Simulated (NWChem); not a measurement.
C$_{3}$H$_{9}$B; SMILES C(CB)C

```xyz
13

B      0.1273    -2.1333    -0.0286
H     -0.6031    -3.0816     0.1597
H      1.2813    -2.3500    -0.3331
C     -0.4404    -0.6884     0.0338
C      0.5246     0.4926     0.0768
C     -0.1539     1.8484    -0.0475
H     -1.2305    -0.5997     0.8023
H     -1.0254    -0.6665    -0.9185
H      1.0966     0.4554     1.0202
H      1.2753     0.3760    -0.7237
H     -0.6982     1.9375    -1.0022
H      0.5725     2.6745    -0.0014
H     -0.8863     2.0054     0.7612
```
Atoms are numbered in this order, from 1.

Results from NWChem. All runs use the structure optimised with PBE0/def2-SVP. Level MN15/def2-SVP: energy and gradient on several grids; changes count from the extra-fine grid, which is no exact limit either.

Question: Which is the coarsest grid (medium; xfine; xcoarse; coarse; fine) from which on the energy stays within 500 μHa and each gradient component within 500 μHa/bohr of xfine?

Answer: coarse.
```tsv
grid	size of the energy change (μHa)	largest change of a gradient component (μHa/bohr)	time, medium = 1 (rough)
xcoarse	30000	1000	about 1
coarse	30	200	about 1
medium	< 10	< 30	about 1
fine	< 10	< 30	about 1
xfine	< 10	< 30	4
```
